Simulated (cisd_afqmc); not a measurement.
Input (AFQMC/CISD/aug-cc-pVDZ; cisd_afqmc is a phaseless AFQMC code with CISD trial states that reads the integrals written by Ansatz):

Ansatz 0.2 input:
```python
import cisd_afqmc

open("ham.yaml", "w").write("""\
crystal:
  periodic: [false, false, false]
  atoms:
    - {symbol: B, position_ang: [0.00000000, 0.00000000, 0.00000000]}
basis:
  gaussian:
    orbitals: aug-cc-pVDZ
total_charge: -1
magnetization: {spin_polarized: true, initial_magnetization: 2}
correlation: {method: ccsd, electrons: outside_noble_gas, hamiltonian_folder: ham}
scf: {lower_state_search: full}
""")
rep = cisd_afqmc.ansatz("ham.yaml")
e_ccsd = rep["correlation"]["coupled_cluster"]["energy"]["hartree"]
out = cisd_afqmc.run("ham", e_ccsd, trial="CISD", walkers=2000, populations=1, threads=12, dt=0.005, steps=40, early=24, settle=10, least=100,
    cut=5e-5, rank_cut=2e-4, target=0.0004, seconds=1000, seed=4, memory=62639, gpu=True)
```

Output:

```
orbitals 22, occupied [3, 1], factors 92 of 121, rank of the doubles 53 of 78
E(HF) = -24.519542
E(CCSD) on the cut factors = -24.594795, shift to the whole factors 0.000002
Energy of the trial state on the determinant = -24.594736
  tau behind 7.2 of longer steps, mean of the populations' last blocks
   2.0  -24.59790
   4.0  -24.59797
   6.0  -24.59691
   8.0  -24.59743
  10.0  -24.59767
  12.0  -24.59757
  14.0  -24.59831
  16.0  -24.59758
  18.0  -24.59634
  20.0  -24.59598
  22.0  -24.59647
blocks 95 (5 outliers left out), error by blocks joined: 1: 0.00011, 2: 0.00011, 4: 0.00013
E(AFQMC/CISD) = -24.59754 +/- 0.00013
```

The error still grows at the longest joins of blocks, or few joins were possible, so the printed bar may be too narrow.
